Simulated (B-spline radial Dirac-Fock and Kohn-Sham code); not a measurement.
**Muonic isotope shifts in dysprosium**

Method: the Dirac equation of a negative muon with reduced mass in the field of a spherical finite nucleus, with the Uehling potential to all orders; nuclear polarisation, deformation, hyperfine structure, self-energy, higher-order vacuum polarisation, relativistic recoil and electron screening are left out. Computed with an atomic code on a B-spline grid. Nuclear charge: Fermi distribution (skin thickness 2.3 fm); radii from Angeli and Marinova (2013). Reference ¹⁵⁶Dy, radius 5.1622 fm: 2p3/2 → 1s1/2 4787 keV, 3d5/2 → 2p3/2 1680 keV.

```tsv
A	radius (fm)	δ⟨r²⟩ (fm²)	shift 2p3/2 → 1s (keV)	shift 3d5/2 → 2p3/2 (keV)
146	5.0438	-1.208	+78.83	+4.18
148	5.0455	-1.191	+77.70	+4.14
149	5.0567	-1.078	+70.16	+3.75
150	5.0706	-0.937	+60.83	+3.26
151	5.0801	-0.841	+54.47	+2.93
152	5.095	-0.689	+44.52	+2.40
153	5.1035	-0.603	+38.86	+2.10
154	5.1241	-0.392	+25.17	+1.37
155	5.1457	-0.170	+10.87	+0.59
157	5.1709	+0.090	-5.72	-0.31
158	5.1815	+0.200	-12.67	-0.69
159	5.1825	+0.210	-13.32	-0.72
160	5.1951	+0.341	-21.56	-1.18
161	5.1962	+0.352	-22.27	-1.21
162	5.2074	+0.469	-29.58	-1.62
163	5.2099	+0.495	-31.20	-1.70
164	5.2218	+0.619	-38.95	-2.14
```
